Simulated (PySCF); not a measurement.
Compound: C6H11O2 (doublet state).
Geometry (GFN2-xTB, Å), atoms numbered from 1 in this order:
```xyz
19
C6H11O2 angstrom
C      0.610    1.653    0.572
C      0.365    0.485   -0.274
O      0.958   -0.702    0.214
C      2.352   -0.743    0.041
C     -1.184    0.186   -0.396
C     -1.802   -0.095    0.965
C     -1.291   -0.990   -1.326
O     -1.230   -0.917   -2.523
H      0.359    2.632    0.213
H      0.874    1.522    1.603
H      0.709    0.678   -1.309
H      2.682   -1.703    0.432
H      2.850    0.067    0.585
H      2.618   -0.670   -1.021
H     -1.636    1.063   -0.868
H     -2.840   -0.397    0.849
H     -1.254   -0.893    1.459
H     -1.764    0.795    1.588
H     -1.388   -1.962   -0.810
```

The hyperfine couplings belong to this conformer and change with its torsions.

As a line formula: `[CH2][C@@H](OC)[C@H](C)C=O` [radical].

Theory: UKS B3LYP, pcH-1 on C H O, non-relativistic, mean-field spin-orbit, GIAO in PySCF 2.14.0. Geometry: GFN2-xTB, one conformer, isolated molecule. A GFN2-xTB geometry isn't a minimum of the functional, and hyperfine couplings can be far from their values at a DFT geometry. Stability of the SCF solution: not tested.

(1) The isotropic 17O couplings are -4.2, -1.3 MHz. Assign them to O3; O8.

Answers

(1) 
| site | a_iso (MHz) | ρ(0) (bohr⁻³) | position | distance from C1 (Å) | spin population | largest \|T\| (MHz) |
| --- | --- | --- | --- | --- | --- | --- |
| O3 | -4.2 | +0.0070 | 2 bonds from C1 | 2.41 | 0.00 | 1.8 |
| O8 | -1.3 | +0.0021 | 4 bonds from C1 | 4.42 | +0.02 | 7.7 |

ρ(0) is the spin density at the nucleus and T the dipolar tensor; entries for several nuclei are means. The largest Mulliken spin populations are on C1 (+1.06) and C2 (-0.08). C1 is the only atom above +0.15. The angles at C1 add up to 359.1°, so it is planar; its axial dipolar tensor and the negative couplings of its protons fit spin in a p orbital normal to that plane.

Nuclei that the bonding pattern makes equivalent are averaged, as if the motion that swaps them (rotation, inversion, ring flip) were fast.
